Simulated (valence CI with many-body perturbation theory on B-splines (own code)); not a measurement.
**Cl XI in brief**

Calculated by valence CI with perturbative core correlation (CI+MBPT): five valence electrons over a frozen Dirac-Fock core [He], radial functions for each j: 9 s, 9 p, 8 d, 6 f, 3 g, 1 h, with the one-electron correlation potential Σ1 (screened to all orders), the two-electron term Σ2, the three-electron term Σ3, Breit, model QED; selected single and double excitations, second order for the rest, scaled by the run's own slope (own B-spline code, finite nucleus).

No measured spectrum was set against this ion. As an estimate, levels of excited configurations hold to 0.05 to 0.15 % of their energy, terms of the ground configuration to about 0.5 %. Among the levels kept, up to 2400 cm⁻¹ of a level comes from second order outside the variational space, and about a tenth of that is noise between levels of different J, which matters for small intervals.

Rates and lifetimes use the calculated energies. Strong lines usually hold to 10 to 20 %, long lifetimes can be off by a factor of two.

(1) What is the ground level?

(2) What is the ionisation energy?

(3) Where does the other parity begin?

(4) What are the static dipole polarisabilities of the lowest levels?

(5) How well does LS coupling describe the low levels?

(6) Name the longest-lived excited levels whose lifetime is computed, and their main decay.

(7) Among levels below 351.13 eV, which E1 lines absorb most strongly from the ground level?

Results:

(1) 2s2 2p3 4S°_3/2, composition 99 % 2s2 2p3 4S°, g = 1.997.

(2) 529.7 eV; NIST lists 530 ± 0.4 eV (semi-empirical).

(3) At 2s 2p4 4P_5/2, 51.09 eV.

(4) 2s2 2p3 4S°_3/2 0.0605; 2s2 2p3 2D°_3/2 0.0523 (tensor 0.0069); 2s2 2p3 2D°_5/2 0.0527 (tensor 0.0034); 2s2 2p3 2P°_1/2 0.0463 bohr³, of which the core gives 0.000116.

(5) Among the lowest 20 levels the leading LS term, summed over configurations, holds 98 % on average. For single configurations the figures are 97 % in LS and 70 % in jj coupling. Terms mix most in the J = 3/2 level at 17.54 eV, where the leading one holds 94 %.

(6) 2s2 2p3 2D°_5/2 at 11.30 eV lives 943 ms, mostly by M1 to 2s2 2p3 4S°_3/2; 2s2 2p3 2D°_3/2 at 11.04 eV lives 24.8 ms, mostly by M1 to 2s2 2p3 4S°_3/2; 2s2 2p3 2P°_1/2 at 17.16 eV lives 2.61 ms, mostly by M1 to 2s2 2p3 4S°_3/2.

(7) to 2s2 2p2 3d 4P_5/2 at 3.634 nm, f = 0.719; to 2s2 2p2 3d 4P_3/2 at 3.629 nm, f = 0.514; to 2s2 2p2 3d 4P_1/2 at 3.627 nm, f = 0.267.
